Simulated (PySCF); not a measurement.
C6H8S.
Numbering: `[CH2:1]=[CH:2][S:3][CH2:4][C:5]#[C:6][CH3:7]` (hydrogens: H8, H9 on C1; H10 on C2; H11, H12 on C4; H13, H14, H15 on C7)

Theory: core-valence-separated Tamm–Dancoff BHandHLYP/aug-pcX-1 (pcseg-1 on H, def2-SVPD on S) in PySCF, non-relativistic, gas phase, PBE0-D3(BJ)/def2-SVP geometry. The energies are unshifted.

(1) What does the C 1s absorption edge look like?

## Answers

(1) 
```csv
E (eV),f,core hole on,main final orbital,polarisation
282.60,0.0566,C1,LUMO+3 (44 %),normal to the local trigonal plane
283.25,0.0630,C2,LUMO+3 (55 %),normal to the local trigonal plane
283.70,0.0727,C6,spread,across the triple bond
283.81,0.0372,C5,spread,across the triple bond
283.91,0.0719,C5,LUMO+13 (52 %),across the triple bond
284.01,0.0458,C6,LUMO+13 (51 %),across the triple bond
285.69,0.0079,C1,LUMO+2 (62 %),in the local trigonal plane
285.73,0.0466,C4,spread,–
285.97,0.0057,C7,LUMO (76 %),–
285.98,0.0013,C5,LUMO (59 %),mixed
286.05,0.0005,C6,LUMO (79 %),–
286.19,0.0127,C1,spread,in the local trigonal plane
286.23,0.0503,C2,spread,in the local trigonal plane
286.45,0.0194,C7,LUMO+5 (31 %),–
286.58,0.0252,C7,LUMO+7 (45 %),–
286.59,0.0010,C5,LUMO+1 (59 %),–
286.68,0.0199,C2,LUMO+2 (33 %),in the local trigonal plane
286.86,0.0008,C1,LUMO+5 (50 %),–
286.89,0.0019,C5,LUMO+3 (78 %),mixed
286.91,0.0001,C6,LUMO+1 (77 %),–
286.96,0.0099,C4,LUMO+1 (46 %),–
287.06,0.0027,C1,spread,mixed
287.17,0.0010,C5,LUMO+2 (40 %),across the triple bond
287.24,0.0263,C4,spread,–
287.25,0.0005,C6,LUMO+4 (40 %),–
287.27,0.0034,C1,LUMO (34 %),mixed
287.35,0.0043,C5,LUMO+6 (36 %),across the triple bond
```

The first line with a tenth or more of the strongest one's intensity is at 282.60 eV (f = 0.057), with the hole on C1 (terminal =CH2 carbon), polarised normal to the local trigonal plane: a 1s→π* resonance. The strongest listed is at 283.70 eV (f = 0.073; C6, 1s→π*).

Roots within 0.03 eV whose holes lie on the same, on equivalent or on shared atoms are summed into one line, and the highest roots are left out, as the search may have cut off their partners. Final orbitals are the ground state's empty Kohn–Sham orbitals. A dash: too weak, shared between unlike atoms, or no plane or axis to refer to.

Task: What are the wavelength and the wavenumber of the 285.73 eV line?

Result: λ = 12398.42 eV Å/285.73 eV = 43.392 Å; 2.3046 × 10⁶ cm⁻¹.

Only the lowest roots of each edge were sought.

Rough CPU time on one thread of a shared machine: about 60 s.

Shape of the structure used: `[CH2:1]=[CH:2][S:3][CH2:4][C:5]#[C:6][CH3:7]`: C1–C2–S3–C4 157°, C2–S3–C4–C5 59°.

One conformer stands for the species.
